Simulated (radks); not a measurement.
Spherical jellium clusters: N electrons in a uniform positive sphere of charge N and radius rs N^(1/3), rs = 4.48 bohr. Method: non-relativistic Kohn-Sham, LDA (Slater exchange, Perdew-Wang correlation), spin-polarised, spherical densities; computed with a radial shooting solver with Libxc functionals. Levels are named by radial order and angular momentum (1s, 1p, 1d, 2s, ...), and open shells are averaged over m. Each electron was tried in the lowest free levels, single moves between levels near the top were tried too, and the lowest total energy was kept; such a search can miss a lower state. Energies include the self-energy of the background; IP and EA are vertical (highest electron removed, lowest free level filled), at fixed background; spill-out counts the electrons outside the background radius R, and alpha is the static dipole polarisability from linear response (closed shells only). A dash means not computed or, for alpha, an open shell; in EA it means that no bound solution was reached, which is typical of self-interaction and does not show that the anion is unstable. Real open-shell clusters deform, which this model forbids.

| N | open shells | 2S | E/N (eV) | E(N+1) + E(N-1) - 2E(N) (eV) | IP (eV) | EA (eV) | -e(HOMO) (eV) | spill-out (e) | alpha/R^3 |
|---|---|---|---|---|---|---|---|---|---|
| 1 | 1s(up 1, down 0) | 1 | -1.304 | - | - | - | 2.799 | 0.35 | - |
| 2 | none | 0 | -1.683 | 0.911 | 4.832 | - | 2.923 | 0.50 | 1.544 |
| 3 | 1p(up 1, down 0) | 1 | -1.506 | -0.563 | 3.584 | - | 2.044 | 0.78 | - |
| 4 | 1p(up 2, down 0) | 2 | -1.558 | -0.381 | 4.037 | - | 2.489 | 0.93 | - |
| 5 | 1p(up 3, down 0) | 3 | -1.666 | 0.278 | 4.283 | - | 2.771 | 1.04 | - |
| 6 | 1p(up 3, down 1) | 2 | -1.691 | -0.311 | 3.889 | - | 2.526 | 1.18 | - |
| 7 | 1p(up 3, down 2) | 1 | -1.754 | -0.223 | 4.128 | 1.499 | 2.777 | 1.28 | - |
| 8 | none | 0 | -1.829 | 0.978 | 4.282 | - | 2.955 | 1.37 | 1.376 |
| 9 | 1d(up 1, down 0) | 1 | -1.778 | -0.227 | 3.242 | - | 2.036 | 1.53 | - |
| 10 | 1d(up 2, down 0) | 2 | -1.761 | -0.191 | 3.445 | - | 2.253 | 1.66 | - |
| 11 | 1d(up 3, down 0) | 3 | -1.764 | -0.162 | 3.604 | 1.299 | 2.427 | 1.76 | - |
| 12 | 1d(up 4, down 0) | 4 | -1.780 | -0.138 | 3.730 | 1.455 | 2.570 | 1.86 | - |
| 13 | 1d(up 5, down 0) | 5 | -1.804 | 0.300 | 3.833 | 1.186 | 2.690 | 1.94 | - |
| 14 | 1d(up 5, down 1) | 4 | -1.803 | -0.149 | 3.499 | 1.359 | 2.411 | 2.04 | - |
| 15 | 1d(up 5, down 2) | 3 | -1.812 | -0.127 | 3.626 | 1.504 | 2.548 | 2.13 | - |
| 16 | 1d(up 5, down 3) | 2 | -1.828 | -0.110 | 3.730 | 1.629 | 2.664 | 2.21 | - |
| 17 | 1d(up 5, down 4) | 1 | -1.849 | -0.096 | 3.816 | 1.738 | 2.762 | 2.29 | - |
| 18 | none | 0 | -1.873 | 0.191 | 3.889 | 1.585 | 2.848 | 2.36 | 1.287 |
| 19 | 2s(up 1, down 0) | 1 | -1.884 | 0.195 | 3.676 | 1.444 | 2.655 | 2.51 | - |
| 20 | none | 0 | -1.884 | 0.279 | 3.478 | 1.179 | 2.494 | 2.70 | 1.315 |
| 21 | 1f(up 1, down 0) | 1 | -1.871 | -0.103 | 3.211 | 1.293 | 2.240 | 2.78 | - |
| 22 | 1f(up 2, down 0) | 2 | -1.864 | -0.094 | 3.298 | 1.395 | 2.335 | 2.86 | - |
| 23 | 1f(up 3, down 0) | 3 | -1.862 | -0.086 | 3.375 | 1.487 | 2.420 | 2.93 | - |
| 24 | 1f(up 4, down 0) | 4 | -1.863 | -0.078 | 3.443 | 1.571 | 2.497 | 2.99 | - |
| 25 | 1f(up 5, down 0) | 5 | -1.868 | -0.072 | 3.505 | 1.648 | 2.567 | 3.05 | - |
| 26 | 1f(up 6, down 0) | 6 | -1.874 | -0.066 | 3.560 | 1.719 | 2.630 | 3.11 | - |
| 27 | 1f(up 7, down 0) | 7 | -1.883 | 0.260 | 3.610 | 1.469 | 2.688 | 3.17 | - |
| 28 | 1f(up 7, down 1) | 6 | -1.882 | -0.076 | 3.335 | 1.554 | 2.436 | 3.24 | - |
| 29 | 1f(up 7, down 2) | 5 | -1.884 | -0.070 | 3.400 | 1.631 | 2.508 | 3.30 | - |
| 30 | 1f(up 7, down 3) | 4 | -1.887 | -0.064 | 3.459 | 1.702 | 2.573 | 3.37 | - |
| 31 | 1f(up 7, down 4) | 3 | -1.893 | -0.059 | 3.512 | 1.768 | 2.633 | 3.43 | - |
| 32 | 1f(up 7, down 5) | 2 | -1.900 | - | 3.560 | 1.829 | 2.687 | 3.49 | - |

All shells are closed at N = 2, 8, 18, 20 (there: 1s2 1p6 1d10 2s2); the second difference of the energy has clear peaks (12 % above both neighbours; the first and last values, which can be the largest, are not judged, and half-filled shells can peak too) at N = 5, 8, 13, 20, 27.
